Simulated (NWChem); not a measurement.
System: ZrH₂I₂; SMILES [I][ZrH2][I]

Input file for NWChem:

```
start job
memory heap 200 mb stack 900 mb global 1100 mb
geometry units angstroms noautoz
  Zr     0.000000     0.000000    -1.062298
  I      2.280922     0.000000     0.366561
  I     -2.280922     0.000000     0.366561
  H      0.000000     1.513916    -2.116680
  H      0.000000    -1.513916    -2.116680
end
basis spherical
  * library def2-svp
end
ecp
  Zr library def2-ecp
  I library def2-ecp
end
dft
  xc xpbe96 cpbe96
  iterations 150
  convergence damp 70 ncydp 30 lshift 0.3 ncysh 40
  vectors input atomic output neutral.movecs
end
task dft energy
charge 1
dft
  odft
  mult 2
  vectors input atomic output cation.movecs
end
task dft energy
```

Parts of the log:

```
             Northwest Computational Chemistry Package (NWChem) 7.3.0
             --------------------------------------------------------

 C2V symmetry detected

                             Geometry "geometry" -> ""
                             -------------------------

 Output coordinates in angstroms (scale by  1.889725989 to convert to a.u.)

  No.       Tag          Charge          X              Y              Z
 ---- ---------------- ---------- -------------- -------------- --------------
    1 Zr                  40.0000     0.00000000     0.00000000    -1.00912358
    2 I                   53.0000     2.28092200     0.00000000     0.41973542
    3 I                   53.0000    -2.28092200     0.00000000     0.41973542
    4 H                    1.0000     0.00000000     1.51391600    -2.06350558
    5 H                    1.0000     0.00000000    -1.51391600    -2.06350558

 Effective nuclear repulsion energy (a.u.)    1212.9445370677

      Symmetry information
      --------------------

 Group name             C2v
 Group number             16
 Group order               4
 No. of unique centers     3

 Summary of "ao basis" -> "ao basis" (spherical)
 ------------------------------------------------------------------------------
       Tag                 Description            Shells   Functions and Types
 ---------------- ------------------------------  ------  ---------------------
 Zr                         def2-svp                11       31   5s3p2d1f
 I                          def2-svp                10       26   4s4p2d
 H                          def2-svp                 3        5   2s1p

      Symmetry analysis of basis
      --------------------------

        a1         36
        a2         12
        b1         26
        b2         19

            General Information
            -------------------
          SCF calculation type: DFT
          Wavefunction type:  closed shell.
          No. of atoms     :     5
          No. of electrons :    64
           Alpha electrons :    32
            Beta electrons :    32
          Charge           :     0
          Spin multiplicity:     1
          Use of symmetry is: on ; symmetry adaption is: on
          Maximum number of iterations: 150
          AO basis - number of functions:    93
                     number of shells:    37
          Convergence on energy requested:  1.00D-06
          Convergence on density requested:  1.00D-05
          Convergence on gradient requested:  5.00D-04

              XC Information
              --------------
          PerdewBurkeErnzerhof Exchange Functional  1.000
            Perdew 1991 LDA Correlation Functional  1.000 local
           PerdewBurkeErnz. Correlation Functional  1.000 non-local

             Grid Information
             ----------------
          Grid used for XC integration:  medium
          Radial quadrature: Mura-Knowles
          Angular quadrature: Lebedev.
          Tag              B.-S. Rad. Rad. Pts. Rad. Cut. Ang. Pts.
          ---              ---------- --------- --------- ---------
          Zr                  1.55      123          10.0       590
          I                   1.40      123          12.0       590
          H                   0.35       45          11.0       434
          Grid pruning is: on
          Number of quadrature shells:   291
          Spatial weights used:  Erf1

      Superposition of Atomic Density Guess
      -------------------------------------

 Sum of atomic energies:        -748.75228244

      Non-variational initial energy
      ------------------------------

 Total energy =    -640.825029
 1-e energy   =   -1536.070809
 2-e energy   =     683.403594
 HOMO         =      -0.320459
 LUMO         =      -0.012466

      Symmetry analysis of molecular orbitals - initial
      -------------------------------------------------

  Numbering of irreducible representations:

     1 a1          2 a2          3 b1          4 b2

  Orbital symmetries:

     1 a1          2 b1          3 a1          4 b1          5 a1
     6 b2          7 a2          8 b1          9 a1         10 b1
    11 a1         12 a1         13 b2         14 a2         15 b1
    16 a1         17 b2         18 a2         19 b1         20 b1
    21 b2         22 a1         23 a1         24 b1         25 a1
    26 b1         27 a1         28 b2         29 a2         30 b1
    31 a1         32 b2         33 a1         34 a2         35 b1
    36 b2         37 a1         38 a1         39 b1         40 a1
    41 b2         42 a1

[...]
```

Level: PBE/def2-SVP with def2 effective core potentials on Zr, I, vertical spin-unrestricted ions. The geometry was optimised at PBE-D3(BJ)/def2-SVP. def2 effective core potentials on Zr, I; no spin-orbit coupling.
